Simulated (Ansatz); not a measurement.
Reaction (ligand exchange at the Hf–O bond): `[OH][Hf]([F])([F])[Br]` + HBr → `[F][Hf]([F])([Br])[Br]` + H₂O

Gas-phase electronic energies from Ansatz, PBE0-D4/def2-TZVP geometries. CCSD(T)/CBS is the MP2 limit (def2-TZVPP, def2-QZVPP) plus CCSD(T) − MP2 in def2-TZVPP, frozen cores. This one scheme is used for every species. DFT in def2-TZVPP. B3LYP here is the variant with VWN-RPA as its local correlation; programs differ in this. def2 core potentials past Kr. For Br, Hf outer-core shells are correlated without core-valence functions, which leaves a few kJ/mol of doubt a bond. Scalar relativity is left out up to krypton. One conformer a species, not always the lowest.

`[OH][Hf]([F])([F])[Br]`:

Cartesian coordinates in Å:
```
O -1.110 0.881 -0.352
Hf 0.350 -0.197 0.182
F 1.943 0.834 0.129
F 0.082 -0.774 1.970
Br 0.573 -2.187 -1.332
H -1.838 1.443 -0.597
```

HBr:

Z-matrix (Å, degrees):
```
Br
H 1 1.420
```

`[F][Hf]([F])([Br])[Br]`:

Cartesian coordinates in Å:
```
F 1.347 1.315 0.532
Hf 0.117 -0.017 0.022
F 1.040 -1.655 -0.084
Br -1.674 -0.188 1.737
Br -0.829 0.544 -2.207
```

H₂O:

Z-matrix (Å, degrees):
```
O
H 1 0.960
H 1 0.960 2 105.1
```

(1) Is it downhill or uphill in electronic energy at CCSD(T)/CBS, and by how much? (Best estimate.)

(2) What do these levels give: revPBE-D4, r2SCAN-D4, B3LYP-D4, B2PLYP, PBE, r2SCAN, r2SCANh, CAM-B3LYP, RPA@PBE/def2-TZVPP, HF/def2-TZVPP, HF/def2-QZVPP, MP2/CBS(def2)? (Best estimate.)

Largest T1 diagnostic among the species: 0.014.

Results:

(1) The calculation gave: Downhill: ΔE = -24.3 kJ/mol.

(2) The calculation gave: revPBE-D4 -21.4, r2SCAN-D4 -21.3, B3LYP-D4 -16.7, B2PLYP -17.5, PBE -19.7, r2SCAN -21.0, r2SCANh -22.0, CAM-B3LYP -7.3, RPA@PBE/def2-TZVPP -19.2, HF/def2-TZVPP -19.7, HF/def2-QZVPP -20.2, MP2/CBS(def2) -28.5 kJ/mol.

Leaving LDA and LC-ωPBE aside and taking each functional with its dispersion term where it has one, the values, not all of them listed here, spread over 16.3 kJ/mol, from PBE-QIDH to CAM-B3LYP-D4. LDA lies +5.0 kJ/mol from PBE without D4. From BLYP to BHLYP (50 % exact exchange), in def2-TZVPP and without D4, ΔE moves by −5.0 kJ/mol. At CCSD(T), def2-SVP lies +27.4 kJ/mol from the extrapolated value and def2-TZVPP +3.9 kJ/mol.
